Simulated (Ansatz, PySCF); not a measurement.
Gas-phase reaction in SMILES: [CH3][SnH3] → [SnH3] (SnH3) + [CH3] (CH3) (the C-Sn bond at the site shown breaks; other sites are not compared here)
Structures are relaxed separately at B3LYP-D3(BJ)/def2-TZVP in Ansatz (a quantum-chemistry and plane-wave program). Frequencies are from Ansatz or PySCF.
Geometry of the first species:
```xyz
8

C     -1.8547    -0.0417     0.0342
Sn     0.3025     0.0068    -0.0056
H     -2.2499     0.3452    -0.9036
H     -2.2226     0.5704     0.8559
H     -2.1984    -1.0658     0.1706
H      0.8511     1.6166    -0.2202
H      0.9321    -0.6012     1.4683
H      0.8891    -0.9552    -1.2974
```

Wanted: bond dissociation energy (enthalpy at 298 K, with B3LYP-D3(BJ) rigid-rotor harmonic-oscillator terms), in kJ/mol. Correlated levels leave the core frozen unless marked. Open shells are spin-unrestricted. No spin-orbit coupling. The frozen core is the preceding noble-gas configuration, with the filled d and f shells of earlier blocks. In def2 rows, elements after Kr have scalar-relativistic effective core potentials. STO-3G rows are all-electron and non-relativistic. Basis-set limits of correlation are two-point, X^-3; Hartree-Fock from the larger set.

```
level      program  bond dissociation energy (kJ/mol)
---------  -------  ---------------------------------
HF/STO-3G   Ansatz                              343.6
```

Task: What does CCSD(T)/CBS(def2-TZVPPD,def2-QZVPPD) (Ansatz) give?

Result: 285.1 kJ/mol
